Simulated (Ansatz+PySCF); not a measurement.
Values are calculated unless marked as measured or tabulated.
**Several solutions for triplet CoF**

```xyz
2

Co    0.0000    0.0000    0.0000
F     0.0000    0.0000    1.8054
```

Basis set: def2-SVP (spherical functions). Charge 0, multiplicity 3.

ROHF was run from several starts with Ansatz (development build ahead of 0.2.0) and PySCF 2.14.0.

```
run  program                        start  converged  energy (hartree)  <S²>
  A   Ansatz      atomic start, no search        yes       -1480.46602  2.00
  B    PySCF             program defaults        yes       -1480.49445  2.00
  C   Ansatz  search for the lowest state        yes       -1480.49563  2.00
  D   Ansatz      stability test followed        yes       -1480.49189  2.00
```

Problem. Which runs reached the lowest solution of this kind, and what is wrong with the others?

Solution. C reached the lowest solution found. Converged but too high: A by 0.81 eV, B by 0.03 eV, D by 0.10 eV. Convergence only shows a stationary point, and even a stable one can lie too high; stability tests and further starts are what find lower ones. Caution: another spin multiplicity may lie lower. Caution: an unrestricted determinant lies well below (2.36 eV lower).
